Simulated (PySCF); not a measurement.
C8H10F (charge +1).
Cartesian coordinates in Å at the PBE0-D3(BJ)/def2-SVP level; atoms count from 1:
```
atom  x, y, z in Å
C1     3.076   -0.096   -0.423
C2     1.914    0.228   -0.500
C3     0.530    0.646   -0.610
C4    -0.502   -0.368   -0.273
C5    -0.061   -1.642    0.296
C6    -1.880   -0.135   -0.454
C7    -2.466    0.909   -1.435
C8    -2.495    1.305   -0.053
F9    -1.651    2.232    0.375
H10    4.115   -0.375   -0.356
H11    0.327    1.068   -1.612
H12    0.331    1.505    0.069
H13    0.631   -1.449    1.136
H14   -0.877   -2.309    0.592
H15    0.592   -2.135   -0.452
H16   -2.544   -0.959   -0.185
H17   -1.750    1.418   -2.086
H18   -3.391    0.572   -1.911
H19   -3.377    1.199    0.588
```

Computed with PBE0-D3(BJ)/def2-SVP geometry optimisation, gas phase (PySCF).

Masses are those of the commonest isotopes; rigid-rotor values at the optimised geometry. The values belong to one conformer with, in the numbering `[CH:1]#[C:2][CH2:3][C+:4]([CH3:5])[C@@H:6]1[CH2:7][C@@H:8]1[F:9]`, C2–C3–C4–C5 7°, C3–C4–C6–C7 23°.

**Question.** What are A, B and C (GHz)?

**Answer.** Ia = 169.67, Ib = 508.60, Ic = 593.08 u·Å²; 505379 MHz·u·Å²/I gives 2979, 993.7 and 852.1 MHz, that is A = 2.9785, B = 0.9937, C = 0.8521 GHz.

**Question.** What kind of rotor is it?

**Answer.** An asymmetric top: κ = (2 × 993.7 − 2979 − 852.1)/(2979 − 852.1) = -0.87.

**Question.** Is it planar, by Δ = Ic − Ia − Ib?

**Answer.** Not planar: Δ = Ic − Ia − Ib = -85.19 u·Å². For a rigid frame Δ = −2 Σ m c², so Σ m c² = 42.60 u·Å² lies off the ab plane: 11.28 from hydrogen and 31.31 from heavier atoms. The atom farthest from that plane is 1.77 Å away.

**Question.** Where do the levels up to J = 5 lie, in cm⁻¹?

**Answer.** Above 0(0,0):
J = 1: 1(0,1) 0.0616, 1(1,1) 0.1278, 1(1,0) 0.1325
J = 2: 2(0,2) 0.1845, 2(1,2) 0.2462, 2(1,1) 0.2604, 2(2,1) 0.4590, 2(2,0) 0.4592
J = 3: 3(0,3) 0.3682, 3(1,3) 0.4237, 3(1,2) 0.4520, 3(2,2) 0.6437, 3(2,1) 0.6449, 3(3,1) 0.9867, 3(3,0) 0.9867
J = 4: 4(0,4) 0.6121, 4(1,4) 0.6600, 4(1,3) 0.7072, 4(2,3) 0.8898, 4(2,2) 0.8934, 4(3,2) 1.2334, 4(3,1) 1.2335, 4(4,1) 1.7130, 4(4,0) 1.7130
J = 5: 5(0,5) 0.9152, 5(1,5) 0.9551, 5(1,4) 1.0257, 5(2,4) 1.1971, 5(2,3) 1.2054, 5(3,3) 1.5420, 5(3,2) 1.5422, 5(4,2) 2.0214, 5(4,1) 2.0214, 5(5,1) 2.6380, 5(5,0) 2.6380
The levels of one J sum to (2J + 1)J(J + 1)(A + B + C)/3.

**Question.** Which lines would a microwave search look for?

**Answer.** The dipole components (about the centre of mass, as the species is charged) are |μa| = 1.52 D, |μb| = 3.03 D, |μc| = 0.65 D. The squared components, which scale the intensities, stand as 0.25 : 1.00 : 0.05 (a : b : c). Some lines, for components of 0.1 D or more:

```csv
type,branch,"J(Ka,Kc)",MHz,lower level (cm⁻¹)
a,Q,"4(1,3) ← 4(1,4)",1414,0.660
c,Q,"3(1,3) ← 3(0,3)",1663,0.368
b,R,"4(1,3) ← 3(2,2)",1904,0.644
b,Q,"1(1,0) ← 1(0,1)",2126,0.062
b,Q,"4(1,3) ← 4(0,4)",2852,0.612
a,R,"2(1,2) ← 1(1,1)",3550,0.128
a,R,"2(0,2) ← 1(0,1)",3684,0.062
b,R,"1(1,1) ← 0(0,0)",3831,0.000
c,Q,"4(2,3) ← 4(1,3)",5474,0.707
a,R,"3(0,3) ← 2(0,2)",5508,0.184
b,R,"2(1,2) ← 1(0,1)",5535,0.062
c,Q,"3(2,2) ← 3(1,2)",5747,0.452
b,Q,"3(2,1) ← 3(1,2)",5783,0.452
b,Q,"2(2,0) ← 2(1,1)",5962,0.260
a,R,"4(1,4) ← 3(1,3)",7086,0.424
a,R,"4(0,4) ← 3(0,3)",7311,0.368
a,R,"4(2,3) ← 3(2,2)",7378,0.644
c,R,"2(2,1) ← 1(1,1)",9929,0.128
c,R,"4(2,3) ← 3(1,3)",13974,0.424
b,Q,"4(4,1) ← 4(3,2)",14377,1.233
c,R,"3(3,1) ← 2(2,1)",15820,0.459
```

**Question.** Estimate the classical rotational partition function at 50 K, 100 K and 298.15 K.

**Answer.** Point group C1, symmetry number σ = 1; q = (√π/σ)·√((kT/h)³/(ABC)), k/h = 20836.6 MHz/K: 37500 at 50 K, 106000 at 100 K, 547000 at 298.15 K.

Whether it is a minimum is left open (no frequencies). These are rigid-rotor constants of the computed structure; measured ground-state constants (B0) also hold zero-point vibration. A rigid rotor knows nothing of internal rotation, which can split or shift real lines.

Time: 2.4 min wall. Hardware: one thread, Arm Neoverse V1, no GPU, on a shared host. This is the geometry optimisation.
